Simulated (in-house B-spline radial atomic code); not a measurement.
Values are calculated unless marked as measured or tabulated.
Extrapolating the RPA correlation energy in partial waves: Ca²⁺

All-electron RPA on PBE orbitals from a B-spline radial code for spherical atoms, scalar-relativistic (spin-free one-electron X2C), finite nucleus, configuration [Ne] 3s2 3p6. With empty states up to angular momentum L the sums are:

| L | E_c(L) (hartree) |
| --- | --- |
| 3 | -1.018979 |
| 4 | -1.097889 |
| 5 | -1.129015 |
| 6 | -1.143622 |

For large l each further wave adds A/(l + 1/2)⁴, because the basis must build the cusp where two electrons meet.

Task: Estimate the limit from L = 5 and L = 6.

Result: Wave 6 adds -0.014607, against a sum of (l + 1/2)⁻⁴ of 5.60204e-04, so A = -26.074. The sum over l > 6 is ζ(4, 7.5) = 9.6207e-04, close to 1/(3 × 7³) = 9.7182e-04. The tail is -0.025085 and the limit -1.16871 hartree.

Task: How good is the estimate?

Result: A run to L = 11 sums to -1.16144 and extrapolates to -1.16537 hartree, 0.21 millihartree from the run before. The estimate differs from that by -3.34 millihartree, while the bare sum at L = 6 misses 21.7 millihartree (1.9 %).
